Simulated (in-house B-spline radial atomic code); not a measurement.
Results of a calculation; reference values are marked as such.
# Correlation energy from the adiabatic connection: −V exp(−r²/w²), V = 19.8, w = 1.66

Two electrons in a singlet, external potential −V exp(−r²/w²), V = 19.8, w = 1.66 (atomic units). Full CI in B-splines (partial waves to l = 8, correlation up to 0.6 % small) with the density held fixed gives W(λ) = <V_ee>_λ − U, and E_c is the integral of W(λ) − W(0) from 0 to 1.

```csv
λ,W(λ) − W(0) (hartree)
0,0.00000
0.02,-0.00196
0.05,-0.00488
0.12,-0.01157
0.25,-0.02358
0.4,-0.03683
0.6,-0.05351
0.8,-0.06916
1,-0.08385
```

**Question.** Integrate the table by the trapezoid rule.

**Answer.** The strips give -0.00002, -0.00010, -0.00058, -0.00228, -0.00453, -0.00903, -0.01227, -0.01530, which sum to -0.04412 hartree. The direct value, W(1) − W(0) + T_c with T_c = 0.03967, is -0.04418; the curve is convex, so chords lie above it and the trapezoids fall short in size by 0.14 %.

**Question.** Now use only three numbers: W(0) = -1.4015, the initial slope W'(0) = -0.09833 (extrapolated from the first points) and the strong-coupling limit of the point-charge-plus-continuum model, W∞ = -1.9281. What do second-order theory and the interpolation W(λ) = W∞ + (W(0) − W∞)/√(1 + 2χλ) of Seidl, Perdew and Levy give?

**Answer.** Second order keeps the slope alone: E_c = W'(0)/2 = -0.04917, +11 % in size against -0.04418. Matching the slope fixes χ = W'(0)/(W∞ − W(0)) = -0.09833/(-0.52660) = 0.18673. Integrating, with s = √(1 + 2χ) = 1.171944, E_c = −(W(0) − W∞)(s − 1)/(s + 1) = −0.52660 × 0.171944/2.171944 = -0.04169 hartree, -5.6 % in size against the full result. At λ = 1 the formula gives W − W(0) = -0.07726 against -0.08385. Part of the miss can come from the model's W∞.
